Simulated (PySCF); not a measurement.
tert-butyl 2-methylpropanoate (C8H16O2), SMILES CC(C)C(=O)OC(C)(C)C. Atoms are numbered in the order given.

```xyz
26

C     -0.5820    -2.4602     1.2703
C      0.2195    -2.1467     0.0000
C     -0.5820    -2.4602    -1.2703
C      0.6876    -0.6975     0.0000
O      1.8469    -0.3552     0.0000
O     -0.3623     0.1405     0.0000
C     -0.2074     1.5977     0.0000
C     -1.6508     2.0962     0.0000
C      0.5214     2.0425    -1.2695
C      0.5214     2.0425     1.2695
H     -1.5046    -1.8613     1.3037
H     -0.8597    -3.5257     1.2943
H      0.0020    -2.2413     2.1780
H      1.1476    -2.7384     0.0000
H     -1.5046    -1.8613    -1.3037
H      0.0020    -2.2413    -2.1780
H     -0.8597    -3.5257    -1.2943
H     -2.1836     1.7340    -0.8919
H     -2.1836     1.7340     0.8919
H     -1.6740     3.1962     0.0000
H      1.5563     1.6794    -1.2782
H      0.0012     1.6592    -2.1609
H      0.5297     3.1420    -1.3241
H      0.5297     3.1420     1.3241
H      0.0012     1.6592     2.1609
H      1.5563     1.6794     1.2782
```

Geometry: B3LYP-D3(BJ)/def2-SVP. The values are those of a single conformer.

Calculation: PySCF with SMD-ωB97X/6-31G*.

Solvation free energies are E(SMD) − E(gas) at the gas-phase geometry, for 1 M in both phases. In vacuum the dipole moment is 1.95 D.

```json
[
 {"solvent": "water", "ΔG(solv) (kcal/mol)": "-1.3", "its non-electrostatic (CDS) part": "5.8", "dipole (D)": "2.77"},
 {"solvent": "1-octanol", "ΔG(solv) (kcal/mol)": "-5.3", "its non-electrostatic (CDS) part": "0.3", "dipole (D)": "2.59"},
 {"solvent": "2-propanol", "ΔG(solv) (kcal/mol)": "-6.3", "its non-electrostatic (CDS) part": "-0.5", "dipole (D)": "2.62"}
]
```
